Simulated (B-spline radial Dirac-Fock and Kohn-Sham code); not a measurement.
K-line shifts caused by a second vacancy in Zn⁵⁺

System: zinc as Zn⁵⁺ in the configuration [Ar] 3d7.

These are calculated numbers from an atomic code on a B-spline grid; the model is relaxed Dirac-Fock hole states (ΔSCF) with Breit and QED corrections and a finite nucleus. Each two-hole energy is an average over J within one jj subconfiguration, not an observable level; in light atoms, where LS coupling holds, the j-resolved values are not observed lines, and for a K spectator the Kα1 hypersatellite is nearly forbidden. Correlation and solid-state effects are left out.

Lines without a spectator: Kα2 (K-L2) 8613.1 eV, Kα1 (K-L3) 8636.5 eV, Kβ3 (K-M2) 9576.4 eV, Kβ1 (K-M3) 9579.7 eV. Shifts in eV with one spectator hole (a dash: not computed, or left out as unreliable):

```csv
spectator hole,Kα2,Kα1,Kβ3,Kβ1
L2 (2p1/2),+30.7,+37.7,–,+85.1
L3 (2p3/2),+34.4,+33.1,+81.5,–
M2 (3p1/2),–,+3.20,+8.02,+10.00
M3 (3p3/2),+2.86,–,+9.40,+8.91
```

Q: Where does the K-L3 hypersatellite lie, emitted when both K electrons are missing?

A: +322.3 eV from the normal line, at 8958.8 eV. Removing both K electrons costs 19981.5 eV, which is 439.1 eV more than twice the K binding energy. In light atoms the observed hypersatellite is the ¹S₀ → ¹P₁ component, which lies below this average, and the triplet component is nearly forbidden.

With n spectator holes in 2p, averaged over the 2p shell (energies in eV):

```tsv
n	KαLⁿ	step	hypersatellite KαʰLⁿ
0	8628.7	–	8949.8
1	8663.2	+34.5	8985.6
2	8698.8	+35.7	9022.5
3	8735.7	+36.8	9060.6
4	8773.6	+38.0	9099.8
5	8812.8	+39.2	9140.3
```

Run: 23 s of CPU time on 1 thread of Neoverse-V2 (shared host), peak memory 0.37 GiB.
